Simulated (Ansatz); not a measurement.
Basis-set extrapolation for C₇H₁₄, SMILES `CC/C=C(\C)CC` (PBE0-D4/def2-TZVP geometry, frozen core, Ansatz). Multiplicity 1, RHF reference.

|  | def2-TZVPP | def2-QZVPP |
| --- | --- | --- |
| HF | -273.315733 | -273.328477 |
| MP2 correlation | -1.209493 | -1.284224 |
| CCSD(T) correlation | -1.334860 | not run |

Energies in hartree. Use E(X) = E(∞) + A·exp(−7.88·√X) for Hartree–Fock and E(X) = E(∞) + B·X^(−2.97) for correlation, with X = 3 and 4, and add CCSD(T) minus MP2 of the smaller set to the MP2 limit.

**Question.** What is the CCSD(T) energy at the basis-set limit?

**Answer.** HF limit: -273.328477 + (-0.012744) × 0.13774 = -273.33023. MP2 limit: -1.284224 + (-0.074731) × 0.74074 = -1.33958. Higher-order term: -1.334860 − (-1.209493) = -0.12537. Total: -274.79518 hartree, 3.93 eV below CCSD(T)/def2-TZVPP.
